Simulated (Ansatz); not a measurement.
Compare A (`BN(C)[SiH2]F`) with its isomer B (`C[SiH](N)BF`).

Program: Ansatz. Geometries: PBE0-D4/def2-TZVP. ΔE: electronic, gas phase. CCSD(T)/CBS adds triple-zeta CCSD(T) − MP2 to the extrapolated MP2 energy (def2 sets, frozen cores). DFT in def2-TZVPP. B3LYP here is the variant with VWN-RPA as its local correlation; programs differ in this. Each species was taken in one conformer, which may not be the lowest.

**Question.** Which isomer does CCSD(T)/CBS put lower? Give the gap. (An estimate is asked.)

**Answer.** The calculation gave: A, by 24.5 kcal/mol.

**Question.** Give E(B) − E(A) in kcal/mol with HF/def2-TZVPP, B3LYP, B3LYP-D4, ωB97M-V, PBE-D4, r2SCAN-D4, B2PLYP. (Estimate.)

**Answer.** Computed: HF/def2-TZVPP 26.2, B3LYP 23.4, B3LYP-D4 24.1, ωB97M-V 24.1, PBE-D4 20.2, r2SCAN-D4 22.5, B2PLYP 24.7. None reverses the order clearly.

Largest T1 diagnostic: 0.012.

From PBE to PBE0 (25 % exact exchange), in def2-TZVPP and without D4, E(B) − E(A) moves by +1.1 kcal/mol.
